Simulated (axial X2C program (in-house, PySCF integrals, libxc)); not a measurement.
**PSe⁺: from the spin-free to the two-component result**

Calculated with an in-house all-electron X2C program for linear molecules (integrals from PySCF). Spin-free means the one-electron spin-free X2C Hamiltonian; two-component (2c) means X2C with spin–orbit coupling and atomic mean-field two-electron Coulomb and Gaunt terms, so the difference of the two also holds small scalar two-electron terms. Basis: Se dyall-cv3z [8s9p6d4f1g], P dyall-v3z [8s7p2d1f] (cores contracted in-house); Gaussian nuclei, density fitting, unrestricted open shells. Masses: Se 79.917 u, P 30.974 u.

Spin-free state: M_S = 0, Λ = 0 (closed shell); fragments Se+ + P.

```json
{"level": "PBE0", "Re (Å)": "1.952", "ωe (cm⁻¹)": "679.7", "De (eV)": "5.458", "μ (D)": "2.30"}
{"level": "M06", "Re (Å)": "1.953", "ωe (cm⁻¹)": "676.7", "De (eV)": "5.759", "μ (D)": "2.10"}
```

Dipoles are positive if P is the positive end and refer to the centre of mass.

Two-component determinant lowest at the distance of the search:

Ω = 0 (closed shell); fragments Se+ + P.

```json
{"level": "PBE0", "Re (Å)": "1.953", "ωe (cm⁻¹)": "678.4", "De (eV)": "5.439", "μ (D)": "2.29"}
{"level": "M06", "Re (Å)": "1.954", "ωe (cm⁻¹)": "675.3", "De (eV)": "5.729", "μ (D)": "2.09"}
```

Task: From the two tables, how do the constants change at the PBE0 level (2c against spin-free)?

Result: At the PBE0 level Re goes up by 0.001 Å and ωe goes down by 1.3 cm⁻¹; De changes by -0.019 eV.

The state is a single determinant with fixed occupations, the lowest that a limited PBE0 search found. Closed shells are restricted here (equal orbitals for both partners); the stretched side of such a curve lies too high. Dissociation energies refer to the lowest single-determinant-based atoms at the same level and basis.
